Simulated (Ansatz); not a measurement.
`CN[SiH2]CCl`, relaxed with RKS PBE-D4/def2-SVP in Ansatz 0.2.0 from a rough embedded geometry. The force threshold is 0.03 eV/Å; the program also tests the step.

The species carries charge 0 and has multiplicity 1.

Start:

```xyz
13

C     0.109   -1.813    0.397
N     0.785   -0.819   -0.356
Si    0.006    0.563   -0.941
C    -0.619    1.721    0.272
Cl    0.688    2.217    1.420
H     0.872   -2.662    0.642
H    -0.705   -2.283   -0.109
H    -0.173   -1.441    1.371
H     1.631   -0.555    0.090
H     0.982    1.239   -1.849
H    -1.120    0.065   -1.829
H    -1.395    1.194    0.932
H    -1.062    2.574   -0.039
```

| step | energy (eV) | largest force (eV/Å) | largest move (Å) |
| --- | --- | --- | --- |
| 1 | -24071.3491 | 4.577 | 0.000 |
| 2 | -24071.9324 | 1.521 | 0.089 |
| 3 | -24072.0338 | 0.247 | 0.083 |
| 4 | -24072.0398 | 0.129 | 0.045 |
| 5 | -24072.0404 | 0.158 | 0.070 |
| 6 | -24072.0444 | 0.090 | 0.144 |
| 7 | -24072.0457 | 0.031 | 0.020 |
| 8 | -24072.0459 | 0.015 | 0.012 |

End:

```xyz
13

C     0.181   -1.836    0.480
N     0.854   -0.837   -0.333
Si    0.041    0.546   -1.004
C    -0.717    1.723    0.299
Cl    0.575    2.199    1.477
H     0.725   -2.806    0.461
H    -0.832   -2.034    0.070
H     0.051   -1.546    1.551
H     1.830   -0.685   -0.064
H     1.056    1.318   -1.795
H    -1.105    0.075   -1.865
H    -1.529    1.235    0.875
H    -1.130    2.648   -0.152
```

Hardware: 4 threads of an Arm Neoverse V1 on a shared host. Wall time 13 s, peak host memory 0.17 GiB.
